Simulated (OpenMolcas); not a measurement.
**Mn3+, Tc3+, Re3+: d4 down the group**

- Program: OpenMolcas 26.06
- Method: MS-RASPT2, IPEA 0.25 Eh, imaginary shift 0.1 Eh
- Basis: ANO-RCC-VTZP
- Scalar Hamiltonian: DKH2, point nucleus
- Spin-orbit coupling: RASSI with atomic mean-field integrals over the reference wave functions, term energies averaged over their components

Active space for each ion: 10 electrons in 8 orbitals (RAS1 p, at most 2 holes; RAS2 d); closed shells correlated by CASPT2: Mn3+ 3s; Tc3+ 4s; Re3+ 5s.

Computed levels in cm-1 above 5D0:

```csv
Level,Mn3+,Tc3+,Re3+
5D1,106,356,3160
5D2,312,972,6170
5D3,610,1762,8670
5D4,988,2670,10590
3P0(1),21120,15040,15810
3H4,21630,16060,18280
3P1(1),21750,16860,21250
3H5,21860,16900,22460
3H6,22110,17620,24390
weight of 5D in the lowest level (%),100,98,69
```

Mixed levels, with the weight of the term that names them: Re3+ 5D0 (69 %), Re3+ 3P0(1) (58 %), Re3+ 3H4 (59 %).

Measured, with the error of the calculation in %. Measured levels: Mn3+ from Corliss and Sugar, J. Phys. Chem. Ref. Data 6, 1253 (1977); Re3+ from the list in Brasseur, Gamrath and Quinet, At. Data Nucl. Data Tables 157, 101636 (2024).

| Level | Mn3+ | Re3+ |
| --- | --- | --- |
| 5D1 | 99.0 (+7.0) | 3084 (+2.5) |
| 5D2 | 287 (+8.9) | 5979 (+3.2) |
| 5D3 | 552 (+10.4) | 8350 (+3.8) |
| 5D4 | 886 (+11.5) | 10121 (+4.7) |
| 3P0(1) | 20654 (+2.3) |  |
| 3H4 | 21281 (+1.7) | 16946 (+7.8) |
| 3P1(1) | 21279 (+2.2) | 19340 (+9.9) |
| 3H5 | 21475 (+1.8) | 20930 (+7.3) |
| 3H6 | 21679 (+2.0) | 22896 (+6.5) |

The fine-structure level 5D4 changes by a factor of 10.7 from Mn3+ to Re3+.

Without spin-orbit coupling 3P(1) lies 21680, 16300, 14300 cm-1 above 5D in that order; the difference to the level 3P0(1), of either sign, comes from spin-orbit coupling, which also lowers the zero.

CASPT2 does not keep the components of a term degenerate, so their means are used; among the terms shown or strongly mixed into the levels shown the widest spread is 1300 cm-1 (5d4 1I, Re3+). The CASPT2 spread within a term exceeds the gap to the next term for 3d4 3H and 3d4 3P(1), so the order of their levels is uncertain (figures for Mn3+; the like holds for Re3+). Active for correlation alone: 3p; no level in the range computed is led by a configuration that opens it, so any true level of that kind is missing (holds for Mn3+). Active for correlation alone: 4p; no level in the range computed is led by a configuration that opens it, so any true level of that kind is missing (holds for Tc3+). Active for correlation alone: 5p; no level in the range computed is led by a configuration that opens it, so any true level of that kind is missing (holds for Re3+). Computed and measured levels are paired by configuration, term and J; levels that our copy of the source lacks, or whose pairing is in doubt (as where it misses far off the trend of its configuration), stay unpaired and out of the deviations. Only configurations of the active space appear.

A number in round brackets counts repeated terms of one configuration in the order of the reference energies.
